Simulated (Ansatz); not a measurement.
Total energies of `[OH][Sn]([OH])([Cl])[Cl]`.

```tsv
atom	x (Å)	y (Å)	z (Å)
O1	0.2604	-0.0286	1.6113
Sn2	-0.2757	0.1211	-0.2455
O3	0.6148	-1.3115	-1.1846
Cl4	-2.5323	-0.1312	-0.5367
Cl5	0.3267	2.1935	-1.0449
H6	0.2417	0.8077	2.0855
H7	1.3644	-1.6511	-0.6851
```

Charge 0, multiplicity 1. Correlated methods include outer-core shells of Sn, which these sets cover unevenly. Sn takes the def2 core potential. Geometry: relaxed with PBE0-D4/def2-TZVP. It is one conformer, not always the lowest. Basis def2-TZVPP, the Gaussian-basis code of Ansatz.

RPA on PBE orbitals: Hartree–Fock energy of these orbitals -1283.39814 Eh, correlation -1.77514 Eh (frozen core).

```csv
functional,kind,energy without D4 (Eh),D4 term (kJ/mol)
BLYP,GGA,-1286.50147,-42.0
B97M-V,meta-GGA with VV10,-1286.30397,–
B3LYP,"global hybrid, 20 %",-1286.68222,-32.9
r2SCANh,"meta-GGA hybrid, 10 %",-1286.51059,-5.2
r2SCAN0,"meta-GGA hybrid, 25 %",-1286.47397,-5.8
HSE06 (plane-wave form),screened hybrid,-1286.10430,-16.6
CAM-B3LYP,range-separated hybrid,-1286.54913,-18.3
ωB97M-V,range-separated hybrid meta-GGA with VV10,-1286.45280,–
B2PLYP,double hybrid,-1286.02411,–
PBE-QIDH,double hybrid,-1285.74929,–
```

Question: Give the same for LDA (SPW92), PBE, revPBE, r2SCAN, PBE0, BHLYP, LC-ωPBE, ωB97X-V. (An estimate is asked.)

Answer: Ansatz gave: 
```
 functional                                  kind  energy without D4 (Eh)  D4 term (kJ/mol)
LDA (SPW92)                                   LDA             -1282.20040                 –
        PBE                                   GGA             -1286.04953             -20.2
     revPBE                                   GGA             -1286.40813             -47.1
     r2SCAN                              meta-GGA             -1286.53613              -4.8
       PBE0    global hybrid, 25 % exact exchange             -1286.12754             -17.4
      BHLYP                   global hybrid, 50 %             -1286.43683             -29.7
    LC-ωPBE           long-range corrected hybrid             -1286.28145                 –
    ωB97X-V  range-separated hybrid GGA with VV10             -1286.37863                 –
```

B3LYP takes the VWN-RPA correlation (the form of Gaussian; ORCA's B3LYP/G). HSE06 is the plane-wave form, built on full-range PBE exchange. The double hybrids freeze the cores in their second-order part.

LC-ωPBE has ω = 0.4 bohr⁻¹.
